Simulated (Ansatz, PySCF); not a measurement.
Pair of molecules: NH3 (SMILES N) (first 4 atoms) with HI (SMILES I); geometry from B3LYP-D3(BJ)/def2-TZVP.
(charge 0, multiplicity 1):
```xyz
6

N     -0.0803    -0.0838     0.5171
H      0.1505    -0.9682     0.0788
H     -1.0025     0.2049     0.2112
H      0.5961     0.6136     0.2282
I     -0.0320    -0.4129     3.8603
H     -0.0567    -0.2442     2.1463
```

Interaction energies are E(AB) − E(A) − E(B) at the monomers' geometry in the complex; basis-set methods are counterpoise corrected.

Cores are frozen in the correlated methods. Filled d and f shells under p-block atoms count as core. CBS: X⁻³ extrapolation of the correlation energy, Hartree–Fock from the larger set.

Programs: Ansatz (a first-principles code) with Gaussian orbitals; PySCF for the dispersion terms.  In def2 rows elements past Kr take small-core potentials, without spin–orbit coupling.

Problem. Estimate the interaction energy that CCSD(T)/CBS(def2-TZVPPD, def2-QZVPPD) returns for this input.

Solution. -7.5 kcal/mol

Problem. What interaction energy does BHLYP-D4/def2-TZVPPD give?

Solution. -8.5 kcal/mol

Problem. Give the interaction energy at the level revPBE-D3(BJ)/def2-TZVPPD.

Solution. -10.2 kcal/mol
